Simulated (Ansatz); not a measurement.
Stepwise reaction of `CB(C)S` with ammonia, as a gas-phase model of exchange steps in deposition or etching. ΔE in kJ/mol; ΔG adds harmonic PBE0-D4 terms to CCSD(T)/CBS, at 1 bar.

Calculated with Ansatz (gas phase, PBE0-D4/def2-TZVP geometries, no zero-point term in ΔE). CCSD(T)/CBS adds triple-zeta CCSD(T) − MP2 to the extrapolated MP2 energy (def2 sets, frozen cores). This one scheme is used for every species. Functionals use def2-TZVPP. B3LYP here is the variant with VWN-RPA as its local correlation; programs differ in this. One conformer a species, not always the lowest.

```tsv
step	reaction	PBE-D4	B3LYP-D4	ωB97M-V	CCSD(T)/CBS	ΔG(400 K)
1	`CB(C)S` + NH₃ → `CB(N)S` + CH₄	-106.3	-111.9	-109.3	-106.3	-99.1
```

**Question.** Give the row of step 2, `CB(N)S` + NH₃ → `NB(N)S` + CH₄. (An estimate is asked.)

**Answer.** Computed: 
| step | reaction | PBE-D4 | B3LYP-D4 | ωB97M-V | CCSD(T)/CBS | ΔG(400 K) |
| --- | --- | --- | --- | --- | --- | --- |
| 2 | `CB(N)S` + NH₃ → `NB(N)S` + CH₄ | -75.8 | -82.5 | -80.2 | -77.5 | -74.5 |

**Question.** By hand: ΔE of the 2 steps together at CCSD(T)/CBS.

**Answer.** (-106.3) + (-77.5) = -183.8 kJ/mol, or -91.9 kJ/mol a step.

In ΔE each step is higher than the one before. All are downhill at CCSD(T)/CBS. ΔG lies between -99.1 and -74.5 kJ/mol a step. PBE-D4 differs from CCSD(T)/CBS by 0.0 to 1.7 kJ/mol a step. Isolated molecules leave out the surface, adducts and barriers. Largest T1 diagnostic: 0.012.
